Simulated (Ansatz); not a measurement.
Basis-set extrapolation for C3H5FSi, SMILES `F/C=C1/C[SiH2]1` (PBE0-D4/def2-TZVP geometry, frozen core, Ansatz 0.2.0). Multiplicity 1, RHF reference.

```tsv
	def2-TZVPP	def2-QZVPP
HF	-504.895585	-504.913990
MP2 correlation	-0.849619	-0.913109
CCSD(T) correlation	-0.922459	not run
```

Energies in hartree. Use E(X) = E(∞) + A·exp(−7.88·√X) for Hartree–Fock and E(X) = E(∞) + B·X^(−2.97) for correlation, with X = 3 and 4, and add CCSD(T) minus MP2 of the smaller set to the MP2 limit.

Q: What is the CCSD(T) energy at the basis-set limit?

A: HF limit: -504.913990 + (-0.018405) × 0.13774 = -504.91653. MP2 limit: -0.913109 + (-0.063490) × 0.74074 = -0.96014. Higher-order term: -0.922459 − (-0.849619) = -0.07284. Total: -505.94951 hartree, 345.2 kJ/mol below CCSD(T)/def2-TZVPP.
